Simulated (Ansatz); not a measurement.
`[BH]1C[O][SbH]1`, relaxed with RKS PBE-D4/def2-SVP in the Gaussian-basis code of Ansatz from a rough embedded geometry. The force threshold is 0.03 eV/Å; the program also tests the step.

The species carries charge 0 and has multiplicity 1. Sb takes the def2 core potential.

Start:

```xyz
8

B     0.065   -0.981    0.147
C    -0.480    0.400    0.623
O    -0.521    1.186   -0.533
Sb    0.106   -0.109   -1.812
H     0.375   -2.065    0.672
H     0.189    0.857    1.390
H    -1.523    0.286    1.063
H     1.788    0.426   -1.550
```

```csv
step,energy (eV),largest force (eV/Å),largest move (Å)
1,-10353.2223,2.715,0.000
2,-10353.6466,0.497,0.196
3,-10353.6737,0.254,0.063
4,-10353.6768,0.156,0.034
5,-10353.6791,0.028,0.016
```

End:

```xyz
8

B     0.087   -0.972    0.127
C    -0.515    0.382    0.625
O    -0.616    1.254   -0.511
Sb    0.159   -0.039   -1.947
H     0.395   -1.988    0.711
H     0.148    0.819    1.423
H    -1.503    0.258    1.147
H     1.845    0.286   -1.575
```

It took 8 s on 2 threads of an Arm Neoverse V2 on a shared host, with 0.15 GiB of host memory at the peak.
